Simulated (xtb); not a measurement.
xtb input (GFN2-xTB):

```bash
xtb mol.xyz --gfn 2 --ohess tight --chrg -1 --uhf 0
```
mol.xyz:
```
9

O     -1.38405288    -2.40934286    -0.69467000
C     -0.71169063    -1.38039598    -0.44837950
C      0.76064636    -1.22906396    -0.69994127
C      1.39505330    -0.13681167    -0.35797220
Se     0.22567121     1.15586921     0.42709014
C     -1.13401592    -0.16630925     0.19219657
H      1.26883573    -2.10706652    -1.17299534
H      2.46606900     0.10851812    -0.49766495
H     -2.16553533     0.06067804     0.49315543
```

End of the output:

```
optimized geometry written to: xtbopt.xyz

           -------------------------------------------------
          | TOTAL ENERGY              -17.510501028126 Eh   |
          | TOTAL ENTHALPY            -17.449874693643 Eh   |
          | TOTAL FREE ENERGY         -17.486386617773 Eh   |
          | GRADIENT NORM               0.000132281077 Eh/α |
          | HOMO-LUMO GAP               2.409529830289 eV   |
           -------------------------------------------------

------------------------------------------------------------------------
------------------------------------------------------------------------
 total:
 SCF:
 ANC optimizer:
 analytical hessian:
```

It need not be the lowest isomer of its formula. Whether it binds its extra electron was not tested at this geometry.
